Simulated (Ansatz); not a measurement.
`CSB(O)Cl` and `OB(Cl)C[SiH3]` differ in one atom or group.

Ansatz, PBE0-D4/def2-TZVP geometries, multiplicity 1. Each molecule was computed in one conformer, which needn't be the lowest.

```csv
property,`CSB(O)Cl`
HOMO–LUMO gap (ωB97M-V/def2-TZVPP) / eV,11.46
HOMO–LUMO gap (PBE0/def2-TZVPP) / eV,7.40
LUMO energy (B3LYP/def2-TZVPP) / eV,-0.11
LUMO energy (PBE0/def2-TZVPP) / eV,0.08
HOMO energy (PBE/def2-TZVPP) / eV,-6.10
size of the dipole moment (ωB97M-V/def2-TZVPP) / D,2.05
```

Give the same properties after the change, and the shifts. (Best estimate.)

Computed: 
```json
{"property": "HOMO–LUMO gap (ωB97M-V/def2-TZVPP) / eV", "`OB(Cl)C[SiH3]`": "12.99", "shift": "1.53"}
{"property": "HOMO–LUMO gap (PBE0/def2-TZVPP) / eV", "`OB(Cl)C[SiH3]`": "8.75", "shift": "1.35"}
{"property": "LUMO energy (B3LYP/def2-TZVPP) / eV", "`OB(Cl)C[SiH3]`": "-0.34", "shift": "-0.23"}
{"property": "LUMO energy (PBE0/def2-TZVPP) / eV", "`OB(Cl)C[SiH3]`": "-0.14", "shift": "-0.22"}
{"property": "HOMO energy (PBE/def2-TZVPP) / eV", "`OB(Cl)C[SiH3]`": "-7.50", "shift": "-1.40"}
{"property": "size of the dipole moment (ωB97M-V/def2-TZVPP) / D", "`OB(Cl)C[SiH3]`": "0.83", "shift": "-1.22"}
```

With PBE0 the HOMO falls by 1.58 eV and the LUMO falls by 0.22 eV, so the gap widens by about 1.36 eV. PBE moves the HOMO by -1.40 eV and ωB97M-V by -1.67 eV. Dipoles are sizes alone; their direction can turn.

B3LYP here is the variant with VWN-RPA as its local correlation; programs differ in this.
